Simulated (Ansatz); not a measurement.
Start from `C[Te][GeH3]` and change one atom or group to get `B[Te]C`.

Ansatz, PBE0-D4/def2-TZVP geometries, multiplicity 1. 

Elements past krypton have def2 core potentials. Scalar relativity is left out up to krypton.

```
                               property  `C[Te][GeH3]`
  HOMO energy (ωB97M-V/def2-TZVPP) / eV          -8.14
      LUMO energy (PBE/def2-TZVPP) / eV          -1.57
      HOMO energy (PBE/def2-TZVPP) / eV          -5.03
HOMO–LUMO gap (ωB97M-V/def2-TZVPP) / eV           9.09
  HOMO–LUMO gap (B3LYP/def2-TZVPP) / eV           4.83
     HOMO energy (PBE0/def2-TZVPP) / eV          -6.06
```

(1) Give the same properties after the change, and the shifts. (Best estimate.)

Answers

(1) Ansatz gave: 
```
                               property  `B[Te]C`  shift
  HOMO energy (ωB97M-V/def2-TZVPP) / eV     -8.85  -0.71
      LUMO energy (PBE/def2-TZVPP) / eV     -2.32  -0.75
      HOMO energy (PBE/def2-TZVPP) / eV     -5.91  -0.88
HOMO–LUMO gap (ωB97M-V/def2-TZVPP) / eV      9.23   0.14
  HOMO–LUMO gap (B3LYP/def2-TZVPP) / eV      4.97   0.14
     HOMO energy (PBE0/def2-TZVPP) / eV     -6.82  -0.76
```

With PBE0 the HOMO falls by 0.76 eV and the LUMO falls by 0.69 eV, so the gap widens by about 0.07 eV. PBE moves the HOMO by -0.88 eV and ωB97M-V by -0.71 eV. The zero-point energy changes by -7.3 kJ/mol with -3 modes.

B3LYP here is the variant with VWN-RPA as its local correlation; programs differ in this.
